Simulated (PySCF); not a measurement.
# O- (oxygen, charge -1) across methods

[He] 2s2 2p5, 2P determinant. Calculation: PySCF 2.14, in dyall-acv3z; no relativity, point nucleus.

```tsv
method	E (hartree)	mean ε 2s β (eV)	mean ε 2p α (eV)	mean ε 2p β (eV)	Σ⟨r²⟩ (bohr²)	⟨S²⟩
LDA	-74.6073	-11.553	0.995	2.294	22.52	0.762
B97-3	-75.1294	-14.080	-0.336	1.070	20.90	0.758
UHF	-74.79762	-19.843	-4.809	-2.169	19.14	0.772
PBE	-75.0806	-11.572	1.198	2.375	22.55	0.758
PBE0	-75.0739	-13.785	-0.268	1.164	21.06	0.759
r2SCAN	-75.1189	-12.062	0.930	2.290	21.51	0.762
CAM-B3LYP	-75.1386	-15.368	-1.796	-0.392	21.07	0.758
MN15	-75.1269	-14.488	-1.094	0.243	20.87	0.760
```

Problem. Estimate the same row for M06.

Solution. E (hartree) = -75.1190; mean ε 2s β (eV) = -13.453; mean ε 2p α (eV) = -0.311; mean ε 2p β (eV) = 1.274; Σ⟨r²⟩ (bohr²) = 20.56; ⟨S²⟩ = 0.767.

The highest occupied level is positive at LDA, B97-3, M06, PBE, PBE0, r2SCAN, MN15: only the finite basis holds that electron, which in a density functional comes from self-interaction.
